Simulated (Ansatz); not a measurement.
```yaml
crystal:
  periodic: [false, false, false]
  atoms:
    - {symbol: F, position_ang: [1.206399, -1.213716, -2.245541]}
    - {symbol: C, position_ang: [1.915107, -0.265830, -1.620492]}
    - {symbol: F, position_ang: [2.608789, -0.865672, -0.645584]}
    - {symbol: F, position_ang: [2.805798, 0.209454, -2.504582]}
    - {symbol: C, position_ang: [1.039314, 0.847169, -1.094914]}
    - {symbol: C, position_ang: [0.019054, 0.379517, -0.099177]}
    - {symbol: Xx, position_ang: [-1.237458, -0.041383, -0.520249]}
    - {symbol: C, position_ang: [-2.174330, -0.491141, 0.396466]}
    - {symbol: C, position_ang: [-1.864233, -0.524460, 1.747657]}
    - {symbol: C, position_ang: [-0.613906, -0.105263, 2.176556]}
    - {symbol: C, position_ang: [0.320991, 0.344026, 1.257604]}
    - {symbol: H, position_ang: [0.562022, 1.304027, -1.964130]}
    - {symbol: H, position_ang: [1.709315, 1.588534, -0.654985]}
    - {symbol: H, position_ang: [-1.482949, -0.019030, -1.576618]}
    - {symbol: H, position_ang: [-3.150393, -0.815041, 0.054138]}
    - {symbol: H, position_ang: [-2.597036, -0.873793, 2.465758]}
    - {symbol: H, position_ang: [-0.365271, -0.126320, 3.231324]}
    - {symbol: H, position_ang: [1.298800, 0.668901, 1.596758]}
basis:
  gaussian: {orbitals: def2-TZVPD}
hamiltonian: {xc: {name: r2SCANh}}
output: {forces: true}
```

```sh
$ ansatz run in.yaml --threads 4 --pin off --events-out ev --progress --plain --max-ram 66560MiB --backend cpu
```

Shortened log:

```
Error: YAML parse error: error: line 10 column 16: `Xx` is not an element symbol (H … Og, case-exact)
 8 |     - {symbol: C, position_ang: [1.039314, 0.847169, -1.094914]}
 9 |     - {symbol: C, position_ang: [0.019054, 0.379517, -0.099177]}
10 |     - {symbol: Xx, position_ang: [-1.237458, -0.041383, -0.520249]}
11 |     - {symbol: C, position_ang: [-2.174330, -0.491141, 0.396466]}
12 |     - {symbol: C, position_ang: [-1.864233, -0.524460, 1.747657]}
```

What is wrong with this run?

An element symbol is wrong. The program refused the input.
